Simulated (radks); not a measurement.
Values are calculated unless marked as measured or tabulated.
The nuclear charge of the cobalt ion Co+ is varied continuously with 26 electrons held in [Ar] 3d8. Level of theory: scalar-relativistic Kohn-Sham, BLYP, spin-polarised, spherical densities, finite nucleus; open shells are filled with parallel spins first; Fermi nuclear charge, rms radius 3.7875 fm (a radial shooting solver on a logarithmic mesh with Libxc functionals). By the Hellmann-Feynman theorem dE/dZ = E(electron-nucleus)/Z, the electronic potential at the nucleus (averaged over a nucleus of fixed radius). The scalar-relativistic energy here is not variational (the density holds large components alone), so the two differ by a part that grows with Z.

Z     E (hartree)  E(electron-nucleus)/Z (hartree)  HOMO  e(HOMO) (eV)  <r> HOMO (bohr)
26.6  -1344.32510                         -121.011    3d        -6.396            1.295
26.8  -1368.67213                         -122.246    3d        -8.746            1.230
27    -1393.26643                         -123.478    3d       -11.325            1.175
27.2  -1418.10742                         -124.708    3d       -14.120            1.127
27.4  -1443.19464                         -125.935    3d       -17.121            1.086
27.6  -1468.52768                         -127.160    3d       -20.318            1.049
27.8  -1494.10620                         -128.384    3d       -23.703            1.016
28    -1519.92994                         -129.606    3d       -27.269           0.9855

The central difference of E at Z = 27 is -123.588 hartree, to compare with the third column; the second derivative is -6.17 hartree.
